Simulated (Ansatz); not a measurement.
A structure relaxed at PBE0-D4/def2-TZVP, charge 0, multiplicity 1:

| atom | x (Å) | y (Å) | z (Å) |
| --- | --- | --- | --- |
| N1 | -1.220 | 2.306 | -0.815 |
| C2 | -0.530 | 1.586 | -0.233 |
| O3 | 0.244 | 0.814 | 0.428 |
| Si4 | 0.349 | -0.863 | 0.190 |
| H5 | 1.352 | -1.285 | 1.185 |
| H6 | -0.984 | -1.451 | 0.444 |
| H7 | 0.791 | -1.108 | -1.199 |

Problem. Give its formula and SMILES.

Solution. CH3NOSi, `N#CO[SiH3]`.

Problem. Point group (tolerance 0.08 Å, 0.16 Å for H)?

Solution. Cs.

Problem. Summarise the bond lengths by kind.

Solution. 1 × C–N 1.155 Å; 1 × C–O 1.278 Å; 1 × O–Si 1.697 Å; 3 × H–Si 1.474 to 1.479 Å.

Results of the Gaussian-basis code of Ansatz.
